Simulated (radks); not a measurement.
Results of a calculation; reference values are marked as such.
Problem. The mean radii <r> (bohr) of the occupied orbitals of an atom or ion are listed with their occupations. Level of theory: Dirac Kohn-Sham, PBE, spin-unpolarised, spherical densities, point nucleus (a radial shooting solver on a logarithmic mesh with Libxc functionals).

orbital  occ.      <r>
1s1/2       2  0.02318
2s1/2       2  0.09845
2p1/2       2  0.08245
2p3/2       4  0.08896
3s1/2       2   0.2601
3p1/2       2   0.2498
3p3/2       4   0.2624
3d3/2       4   0.2339
3d5/2       6   0.2378
4s1/2       2   0.5930
4p1/2       2   0.6083
4p3/2       4   0.6369
4d3/2       4   0.6829
4d5/2       6   0.6931
5s1/2       2    1.440
5p1/2       2    1.620
5p3/2       4    1.709
4f5/2       5    1.031

Name the element and its charge. Open shells, if any, fill j = l - 1/2 first.

Solution. Z = 61, promethium, charge +2: Pm2+ in [Xe] 4f5. The 1s radius gives Z: for a bare nucleus <r> = (2 gamma + 1)/(2Z) with gamma = sqrt(1 - (Z/c)^2), 0.02288 bohr for Z = 61, and screening makes it slightly larger (0.02318 here). The occupations add up to 59, and the charge is Z minus that.
